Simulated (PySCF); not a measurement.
ClSn, neutral, multiplicity 2. Atoms are numbered in the order given.

```xyz
2

Sn     0.0000     0.0000    -0.6074
Cl     0.0000     0.0000     1.7863
```
Charge 0, spin multiplicity 2.

Coordinates come from a B3LYP-D3(BJ)/def2-TZVP optimisation. The def2 effective core potentials stand for the cores of Sn; spin–orbit coupling is left out.

Level of theory: ωB97X/def2-TZVPD run with PySCF.

Mulliken values depend strongly on the basis, most of all with diffuse functions as here. ESP charges are fitted to the potential on shells at 1.4 to 2.0 van der Waals radii. Atomic charges (e):

```json
[
 {"atom": "Sn1", "ESP fit": "0.26", "Mulliken": "0.43", "Mulliken spin": "0.95"},
 {"atom": "Cl2", "ESP fit": "-0.26", "Mulliken": "-0.43", "Mulliken spin": "0.05"}
]
```
